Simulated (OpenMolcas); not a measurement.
Ru4+ in Cs2GeF6: curves along the breathing mode

Ru4+ with its 6 nearest fluoride ions, on the Ge site of Cs2GeF6 (a = 9.021 Å, distance in the model lattice 1.804 Å). The rest of the host is ab initio model potentials to 7.6 Å and point charges beyond; the distance is set by hand and nothing relaxes. Ligand basis ANO-RCC-VDZP.

```json
{
  "Program": "OpenMolcas",
  "Method": "CASSCF",
  "Basis": "ANO-RCC-VDZP [6s5p3d1f]",
  "Scalar Hamiltonian": "DKH2, point nucleus",
  "Active space": "4 electrons in 5 orbitals (4d)",
  "State averaging": "2S+1 = 5 even, 5 roots; 2S+1 = 3 even, 45 roots; 2S+1 = 1 even, 50 roots",
  "Spin-orbit coupling": "state interaction with AMFI integrals over the reference wave functions"
}
```

Spin-free energies (labels of O, the rotations of Oh) in cm-1 above the lowest fitted minimum, as all ligands move together:

| R (Å) | 3T1 | 1T2 | 1E | 5E | 1A1 | 3E | 3E(2) |
| --- | --- | --- | --- | --- | --- | --- | --- |
| 1.761 | 16210 | 25340 | 26620 | 41510 | 37870 | 56630 | 62660 |
| 1.803 | 6890 | 16040 | 17340 | 27970 | 28290 | 43200 | 49270 |
| 1.844 | 1840 | 11010 | 12320 | 19290 | 22960 | 34620 | 40720 |
| 1.886 | 60 | 9250 | 10570 | 14230 | 20850 | 29630 | 35780 |
| 1.927 | 1020 | 10220 | 11550 | 12370 | 21480 | 27830 | 34010 |
| 1.969 | 4240 | 13450 | 14780 | 13030 | 24330 | 28530 | 34750 |
| 2.01 | 9140 | 18380 | 19710 | 15730 | 28870 | 31260 | 37510 |

Cubic fits give the following; the wavenumber is harmonic, with the mass of all moving ligands, small differences in it between states hang on the degree of the fit, a number in brackets counts states of one label, and the table is a selection of at most 14 states with clean curves.

| State | R0 (Å) | Breathing mode (cm-1) | Minimum (cm-1) |
| --- | --- | --- | --- |
| 3T1 | 1.890 | 686 | 0 |
| 1T2 | 1.890 | 687 | 9190 |
| 1E | 1.890 | 686 | 10510 |
| 5E | 1.935 | 648 | 12320 |
| 1A1 | 1.895 | 675 | 20740 |
| 3E | 1.934 | 648 | 27790 |
| 3E(2) | 1.933 | 649 | 33970 |
| 1T2(2) | 1.933 | 651 | 36350 |
| 1A2 | 1.933 | 651 | 36540 |
| 1T1 | 1.933 | 650 | 38370 |
| 1E(2) | 1.933 | 651 | 40120 |
| 5T2 | 1.973 | 611 | 41600 |
| 1A1(2) | 1.927 | 662 | 47930 |
| 3E(3) | 1.973 | 610 | 61160 |

The minimum of 3E is shifted by +0.0439 Å against 3T1 (from the unrounded fits). With M = 114.0 u for the moving shell, the Huang-Rhys factor in this mode is S = M ω ΔR² / 2ħ = 0.01483 × 114.0 × 686 × 0.0439² = 2.23. Only the first shell moves, against a rigid host.

An orbital triplet at a regular site is open to Jahn-Teller coupling, which can distort the site and quench the lowest spin-orbit gaps and is left out. Without dynamic correlation the repulsion within the d shell is too large (B by tens of per cent), so at a given field states of lower spin stand too high. With metal d orbitals alone the field can be off either way by tens of per cent. Ligand-to-metal charge-transfer states are missing. With no ligand orbital active B as a rule stays too high, so bands that hang on it stand too high and its fall with covalency is understated. The least metal-like active orbital is 72 % on the metal (Löwdin) and no ligand orbital is active, so the numbers are rough (holds for R = 1.761; R = 1.803). The least metal-like active orbital is 73 % on the metal (Löwdin) and no ligand orbital is active, so the numbers are rough (holds for R = 1.844; R = 1.886; R = 1.927; R = 1.969; R = 2.01). This shell can be high or low spin here, a state of another spin lies low, and with metal d orbitals alone active their balance is uncertain, so the ground spin may be wrong, although the usual error favours high spin (holds for R = 1.886; R = 1.927; R = 1.969; R = 2.01). No measured value stands beside these numbers.
